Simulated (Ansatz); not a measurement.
Compare A (`OC/C=C/Br`) with its isomer B (`C=C(Br)OC`).

Isolated molecules relaxed with PBE0-D4/def2-TZVP in Ansatz; ΔE leaves out vibrations. CCSD(T)/CBS adds triple-zeta CCSD(T) − MP2 to the extrapolated MP2 energy (def2 sets, frozen cores). Functionals use def2-TZVPP. B3LYP here is the variant with VWN-RPA as its local correlation; programs differ in this. For Br outer-core shells are correlated without core-valence functions, which leaves a few kJ/mol of doubt a bond. Scalar relativity is left out up to krypton. One conformer a species, not always the lowest.

(1) Which is lower in electronic energy at CCSD(T)/CBS, and by how much? (An estimate is asked.)

(2) Give E(B) − E(A) in kJ/mol with HF/def2-TZVPP, B3LYP-D4, PBE-D4, CCSD/def2-TZVPP, PBE0-D4, B2PLYP, ωB97M-V. (Best estimate.)

Largest T1 diagnostic: 0.010.

Results:

(1) Computed: A, by 29.7 kJ/mol.

(2) The calculation gave: HF/def2-TZVPP 32.0, B3LYP-D4 20.0, PBE-D4 19.7, CCSD/def2-TZVPP 31.4, PBE0-D4 24.7, B2PLYP 25.2, ωB97M-V 24.9. None reverses the order clearly.

In def2-TZVPP, CCSD(T) changes the Hartree–Fock value by −3.2 kJ/mol (the triples alone add −2.6 kJ/mol) and MP2 by −3.2 kJ/mol. The D4 term adds −3.4 kJ/mol with B3LYP and −1.7 kJ/mol with PBE0; it sums over pairs of atoms, weighted by their polarisabilities, and B3LYP, whose exchange is more repulsive, gets the larger term.
